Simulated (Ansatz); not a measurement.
A run for Ansatz (a quantum-chemistry and plane-wave program): R-wB97X-V/def2-TZVPP on AsBH4O2 (SMILES OB(O)[AsH2]), a point of a torsion scan.

Ansatz 0.2 input:
```yaml
crystal:
  periodic: [false, false, false]
  atoms:
    - {symbol: O, position_ang: [-1.33658296, -1.15814897, 0.38758202]}
    - {symbol: B, position_ang: [-0.46671474, -0.16171616, 0.13385492]}
    - {symbol: O, position_ang: [-0.94103299, 1.10813949, 0.12167121]}
    - {symbol: As, position_ang: [1.45696754, -0.76937962, -0.21355630]}
    - {symbol: H, position_ang: [-2.24135923, -0.88996019, 0.56172855]}
    - {symbol: H, position_ang: [-0.31396353, 1.80690359, -0.06087098]}
    - {symbol: H, position_ang: [1.97096274, 0.64295705, -0.42495343]}
    - {symbol: H, position_ang: [1.81841369, -0.63752817, 1.23981715]}
basis:
  gaussian:
    orbitals: def2-TZVPP
hamiltonian:
  xc: {name: wB97X-V}
scf: {lower_state_search: off}
```

Problem. What total energy does the run end on?

Solution. -2413.4972 hartree.

Problem. How many basis functions does it have, and what does it roughly cost on one machine?

Solution. 197 functions; roughly 8 core-seconds.
